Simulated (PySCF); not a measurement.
C2H8OSi, SMILES CO[SiH2]C.

The structure is a stationary point at PBE-D3(BJ)/def2-SVP. The values are those of a single conformer.

Computed with PBE-D3(BJ)/def2-SVP in PySCF.

Frequencies are harmonic and unscaled.

```
mode  ν (cm⁻¹)  IR (km/mol)  moving atoms (share of kinetic energy)
----  --------  -----------  --------------------------------------
1           81          4.4                  O 37 %, C 29 %, H 29 %
2          113          0.0                                  H 97 %
3          147          0.4                                  H 89 %
4          154          2.7         C 36 %, H 32 %, Si 19 %, O 13 %
5          270          4.3         C 33 %, O 28 %, H 27 %, Si 12 %
6          483          8.9                                  H 94 %
7          652          5.1          H 42 %, C 40 %, Si 10 %, O 8 %
8          697         43.7                                  H 85 %
9          745         20.3          H 33 %, C 31 %, Si 28 %, O 9 %
10         756         51.0         H 44 %, O 27 %, Si 19 %, C 10 %
11         845         44.8                          H 75 %, C 19 %
12         906        261.2                         H 77 %, Si 17 %
13         947        144.7                          H 91 %, Si 8 %
14        1120        167.8                  O 38 %, C 34 %, H 27 %
15        1136          0.7                          H 76 %, C 19 %
16        1173         95.2                  H 50 %, O 25 %, C 24 %
17        1219         29.1                          H 77 %, C 22 %
18        1377          3.4                                  H 96 %
19        1385          2.9                                  H 96 %
20        1422          4.4                                  H 97 %
21        1422          2.7                                  H 96 %
22        1427         12.8                          H 88 %, C 10 %
23        2122        173.6                                  H 96 %
24        2127        108.2                                  H 98 %
25        2905         81.3                                  H 97 %
26        2970         46.3                          H 90 %, C 10 %
27        2981          1.1                                  H 97 %
28        3032         31.2                           H 91 %, C 9 %
29        3082          2.7                           H 91 %, C 9 %
30        3088          1.8                           H 91 %, C 9 %
```
